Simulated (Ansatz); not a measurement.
The cluster Sn2H2⁻, relaxed as a doublet with UKS PBE-D4/def2-TZVPD in Ansatz, starting from the GFN2-xTB geometry. Force threshold 0.02 eV/Å.

In the def2 sets Sn takes a core potential; there is no spin–orbit coupling. The highest occupied level of the charge -1 doublet lies above zero (up to 0.32 eV). By energy differences its removal costs 1.94 eV (vertical, to the charge 0 triplet, at PBE-D4/def2-TZVPD); a positive level beside a positive removal energy at the same level points to self-interaction error. The relaxation made no stability test and no search for a lower SCF solution. The structure comes from a short search, and lower isomers may exist.

Start:

```xyz
4

Sn    0.068   -0.520   -1.299
Sn   -0.062    0.493    1.298
H     1.778    0.974    1.336
H    -1.784   -0.947   -1.334
```

Question: Estimate the energy that the relaxation releases and the steps that it takes.

Answer: 0.09 eV, in 11 steps; 15 s on 4 threads of Arm Neoverse V2 on a shared host. No frequencies were taken in this run, so the end may be a saddle point.

Question: Does the start keep its bonding?

Answer: By distances, no bond broke or formed. The bond that changes most is Sn2–H3, from 1.90 to 1.81 Å (atoms count from 1).

Question: Predict the relaxed structure.

Answer: 
```tsv
atom	x (Å)	y (Å)	z (Å)
Sn1	0.0363	-0.6768	-1.2456
Sn2	0.0358	0.3735	1.3675
H3	1.6942	1.1047	1.2860
H4	-1.7663	-0.8014	-1.4080
```
Bond lengths (bridged metal pairs left out): 1 × Sn–Sn 2.82 Å; 2 × H–Sn 1.81 Å.
